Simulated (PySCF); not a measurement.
## Electronic structure of Ge⁺ (germanium, charge +1) at the BP86 level

Configuration: [Ar] 3d10 4s2 4p1, 2P determinant. Computed with PySCF 2.14 in x2c-SVPall (5s4p3d, 32 functions), with the spin-free X2C one-electron Hamiltonian (Gaussian nucleus).

| Quantity | Value |
| --- | --- |
| Total energy | -2098.365 hartree |
| One-electron energy | -2909.915 hartree |
| Hartree (Coulomb) energy | 891.735 hartree |
| Exchange-correlation energy | -80.185 hartree |
| ⟨S²⟩ | 0.7516 |
| ⟨L²⟩ | 2.007 |
| Sum of ⟨r⟩ | 20.74 bohr |
| Sum of ⟨r²⟩ | 28.27 bohr² |
| Traceless quadrupole moment −½Σ⟨3z² − r²⟩ along its main axis | -2.96 e·bohr² |
| Langevin diamagnetic susceptibility | -22.4 ×10⁻⁶ cm³/mol |
| Time after the integrals | 0.5 s of wall time on 1 thread of Neoverse-N1 (shared host) |

```json
{"shell": "1s α", "electrons": "1", "mean orbital energy (eV)": "-10962.2", "spread (eV)": "0", "rms radius, mean of both spins (bohr)": "0.0542"}
{"shell": "1s β", "electrons": "1", "mean orbital energy (eV)": "-10962.1", "spread (eV)": "0", "rms radius, mean of both spins (bohr)": "0.0542"}
{"shell": "2s α", "electrons": "1", "mean orbital energy (eV)": "-1381.3", "spread (eV)": "0", "rms radius, mean of both spins (bohr)": "0.227"}
{"shell": "2s β", "electrons": "1", "mean orbital energy (eV)": "-1381.3", "spread (eV)": "0", "rms radius, mean of both spins (bohr)": "0.227"}
{"shell": "2p α", "electrons": "3", "mean orbital energy (eV)": "-1208.9", "spread (eV)": "0.098", "rms radius, mean of both spins (bohr)": "0.203"}
{"shell": "2p β", "electrons": "3", "mean orbital energy (eV)": "-1208.9", "spread (eV)": "0.148", "rms radius, mean of both spins (bohr)": "0.203"}
{"shell": "3s α", "electrons": "1", "mean orbital energy (eV)": "-177.76", "spread (eV)": "0", "rms radius, mean of both spins (bohr)": "0.670"}
{"shell": "3s β", "electrons": "1", "mean orbital energy (eV)": "-177.72", "spread (eV)": "0", "rms radius, mean of both spins (bohr)": "0.670"}
{"shell": "3p α", "electrons": "3", "mean orbital energy (eV)": "-125.03", "spread (eV)": "0.369", "rms radius, mean of both spins (bohr)": "0.702"}
{"shell": "3p β", "electrons": "3", "mean orbital energy (eV)": "-124.98", "spread (eV)": "0.461", "rms radius, mean of both spins (bohr)": "0.702"}
{"shell": "3d α", "electrons": "5", "mean orbital energy (eV)": "-38.773", "spread (eV)": "0.358", "rms radius, mean of both spins (bohr)": "0.832"}
{"shell": "3d β", "electrons": "5", "mean orbital energy (eV)": "-38.683", "spread (eV)": "0.504", "rms radius, mean of both spins (bohr)": "0.832"}
{"shell": "4s α", "electrons": "1", "mean orbital energy (eV)": "-20.352", "spread (eV)": "0", "rms radius, mean of both spins (bohr)": "2.17"}
{"shell": "4s β", "electrons": "1", "mean orbital energy (eV)": "-19.598", "spread (eV)": "0", "rms radius, mean of both spins (bohr)": "2.17"}
{"shell": "4p α", "electrons": "1", "mean orbital energy (eV)": "-11.825", "spread (eV)": "0", "rms radius, mean of both spins (bohr)": "2.78"}
```

Densities and radii are taken from the X2C orbitals without a picture-change correction, which distorts them close to the nucleus.
